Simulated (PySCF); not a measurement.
## Solvent effects on NMR parameters

Bonds (- single, = double, # triple, : aromatic): C1-C2, C2-C3, C2-B4, B4-N5, N5-C6, N5-C7, N5-C8. C1 carries H9, H10, H11; C2 carries H12; C3 carries H13, H14, H15; B4 carries H16, H17; C6 carries H18, H19, H20; C7 carries H21, H22, H23; C8 carries H24, H25, H26. Formal charges: B4 -1, N5 +1.

GIAO PBE0/pcSseg-1 in PySCF 2.14 on one PBE0-D3(BJ)/def2-SVP conformer, non-relativistic, equivalent nuclei averaged. Solvents enter as an IEF-PCM continuum (cyclohexane with ε = 2.0, water with ε = 78.4) around the gas-phase geometry. Shifts are referred to TMS, BF3·OEt2 computed in the same medium.

Gas phase, δ in ppm: C6/C7/C8 52.1, C1/C3 27.1, C2 18.7, B4 -1.7, H18/H19/H20/H21/H22/H23/H24/H25/H26 2.36, H16/H17 1.99, H9/H10/H11/H13/H14/H15 0.94, H12 0.09. Dipole moment 5.20 D.

(1) How does each δ change in the continuum?

(2) Which of the listed nuclei move most (in ppm), and what does the model miss? (N and O are left out, as their reference compounds move with the solvent too.)

Answers

(1) 
```json
{"atoms": "C6/C7/C8", "environment": "methyl carbon bonded to N", "Δδ, cyclohexane": "+0.1", "Δδ, water": "+0.3"}
{"atoms": "C1/C3", "environment": "methyl carbon", "Δδ, cyclohexane": "+0.2", "Δδ, water": "+0.6"}
{"atoms": "C2", "environment": "sp3 CH bonded to B", "Δδ, cyclohexane": "-0.4", "Δδ, water": "-1.0"}
{"atoms": "B4", "environment": "boron bonded to C, N, 2 H", "Δδ, cyclohexane": "+0.1", "Δδ, water": "+0.5"}
{"atoms": "H18/H19/H20/H21/H22/H23/H24/H25/H26", "environment": "hydrogen on a methyl carbon bonded to N", "Δδ, cyclohexane": "+0.03", "Δδ, water": "+0.09"}
{"atoms": "H16/H17", "environment": "hydrogen on a boron bonded to C, N", "Δδ, cyclohexane": "-0.17", "Δδ, water": "-0.46"}
{"atoms": "H9/H10/H11/H13/H14/H15", "environment": "hydrogen on a methyl carbon", "Δδ, cyclohexane": "-0.04", "Δδ, water": "-0.10"}
{"atoms": "H12", "environment": "hydrogen on an sp3 CH bonded to B", "Δδ, cyclohexane": "+0.09", "Δδ, water": "+0.31"}
```

Changes are relative to the gas phase. The dipole moment becomes 5.75 D in cyclohexane, 6.72 D in water.

(2) C2 (sp3 CH bonded to B, -1.0 ppm) in water. A continuum only polarises the solute; specific hydrogen bonds, the anisotropy of aromatic solvents and changes of geometry or conformer are outside it.
